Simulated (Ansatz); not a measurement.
One elementary step

Start structure (SiNH5SF2, singlet), relaxed at PBE0-D4/def2-TZVP:

```csv
atom,x (Å),y (Å),z (Å)
Si1,0.1259,-1.0986,-0.5702
N2,1.2288,-0.0946,0.2314
F3,0.6289,-2.5903,-0.7842
F4,-1.1549,-1.2322,0.3575
H5,-0.2177,-0.5462,-1.8860
H6,-0.3555,1.7288,0.4918
S7,-1.5067,2.4245,0.4375
H8,1.9924,0.3182,-0.2809
H9,1.4816,-0.2625,1.1932
H10,-2.2228,1.3529,0.8100
```

The step: SiNH₃F₂ ([NH2][SiH]([F])[F]) + H₂S → SiH₂SF₂ ([F][SiH]([F])[SH]) + NH₃ (still joined by a long Si–N bond); bonds formed: Si1–S7, N2–H6; bonds broken: H6–S7; bonds weakened to dative contacts: Si1–N2. Program: Ansatz 0.2.0. Basis: def2-TZVPP and def2-QZVPP. Cores are frozen in the correlated methods. Extrapolation: Hartree–Fock as exp(−7.88 √X), correlation as X^−2.97. Energies below are by CCSD(T) at an estimated basis limit (MP2 extrapolated from triple and quadruple zeta, plus CCSD(T) − MP2 in triple zeta).

Problem. What are the electronic barrier and the energy of the step, from the start structure to the end structure? (Judge from chemistry; the value comes from the calculation.)

Solution. The calculation gives: Barrier 109.8 kJ/mol; step energy 8.1 kJ/mol (uphill); reverse barrier, their difference, 101.7 kJ/mol. Barrier and step energy count from the start structure, the reverse barrier from the end structure.

The saddle point: One imaginary mode of 903i cm⁻¹.
```json
{"pair": "Si1–S7", "start (Å)": "4.01", "saddle (Å)": "2.77", "end (Å)": "2.15"}
{"pair": "N2–H6", "start (Å)": "2.43", "saddle (Å)": "1.24", "end (Å)": "1.01"}
{"pair": "Si1–N2", "start (Å)": "1.69", "saddle (Å)": "1.81", "end (Å)": "2.12"}
{"pair": "H6–S7", "start (Å)": "1.35", "saddle (Å)": "1.70", "end (Å)": "3.11"}
```

Zero-point energy (harmonic, PBE0-D4): ZPE is 152.2 kJ/mol at the start and 151.2 kJ/mol at the saddle, so the barrier goes from 109.8 to 108.8 kJ/mol.

The T1 diagnostic stays at or below 0.012.

Labels in which every atom is bracketed show which atoms are joined, not bond orders.

For scale, one of the runs: CCSD(T)/def2-TZVPP, 247 basis functions, launched by `ansatz run in.yaml --threads 8 --pin off --events-out ev --progress --plain --max-ram 19148MiB`. Time: 31 s of wall clock on 8 CPU threads of an AMD EPYC 9R45; the host was shared. Peak host memory: 5.2 GiB.
